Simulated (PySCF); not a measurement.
**Ir+ (iridium, charge +1) across methods**

[Xe] 4f14 5d7 6s1, high-spin 5F determinant. Computed with PySCF 2.14 in aug-cc-pVDZ-PP with ECP60MDF, with a scalar-relativistic core potential.

```json
{"method": "PBE0", "E (hartree)": "-104.0764", "mean ε 5d α (eV)": "-18.062", "mean ε 5d β (eV)": "-15.889", "mean ε 6s α (eV)": "-14.980", "Σ⟨r²⟩ (bohr²)": "42.74", "⟨S²⟩": "6.001"}
{"method": "UHF", "E (hartree)": "-103.36234", "mean ε 5d α (eV)": "-22.267", "mean ε 5d β (eV)": "-19.422", "mean ε 6s α (eV)": "-16.578", "Σ⟨r²⟩ (bohr²)": "42.84", "⟨S²⟩": "6.003"}
{"method": "PW91", "E (hartree)": "-104.1577", "mean ε 5d α (eV)": "-16.462", "mean ε 5d β (eV)": "-14.467", "mean ε 6s α (eV)": "-14.297", "Σ⟨r²⟩ (bohr²)": "42.93", "⟨S²⟩": "6.001"}
{"method": "PBE", "E (hartree)": "-104.1098", "mean ε 5d α (eV)": "-16.401", "mean ε 5d β (eV)": "-14.387", "mean ε 6s α (eV)": "-14.224", "Σ⟨r²⟩ (bohr²)": "42.93", "⟨S²⟩": "6.001"}
{"method": "r2SCAN", "E (hartree)": "-104.1281", "mean ε 5d α (eV)": "-16.873", "mean ε 5d β (eV)": "-14.468", "mean ε 6s α (eV)": "-14.525", "Σ⟨r²⟩ (bohr²)": "42.64", "⟨S²⟩": "6.001"}
{"method": "BHandHLYP", "E (hartree)": "-103.9667", "mean ε 5d α (eV)": "-19.492", "mean ε 5d β (eV)": "-17.387", "mean ε 6s α (eV)": "-15.511", "Σ⟨r²⟩ (bohr²)": "42.78", "⟨S²⟩": "6.002"}
{"method": "B3LYP", "E (hartree)": "-104.1170", "mean ε 5d α (eV)": "-17.641", "mean ε 5d β (eV)": "-15.734", "mean ε 6s α (eV)": "-14.795", "Σ⟨r²⟩ (bohr²)": "42.92", "⟨S²⟩": "6.001"}
{"method": "LDA", "E (hartree)": "-103.8782", "mean ε 5d α (eV)": "-16.521", "mean ε 5d β (eV)": "-14.471", "mean ε 6s α (eV)": "-14.511", "Σ⟨r²⟩ (bohr²)": "43.13", "⟨S²⟩": "6.000"}
```

Question: Estimate the same row for CAM-B3LYP.

Answer: E (hartree) = -104.0291; mean ε 5d α (eV) = -19.335; mean ε 5d β (eV) = -17.387; mean ε 6s α (eV) = -16.078; Σ⟨r²⟩ (bohr²) = 42.89; ⟨S²⟩ = 6.001.

Energies and moments cover only the electrons outside the core potential. Spin-orbit coupling, absent here, splits the open shell strongly.
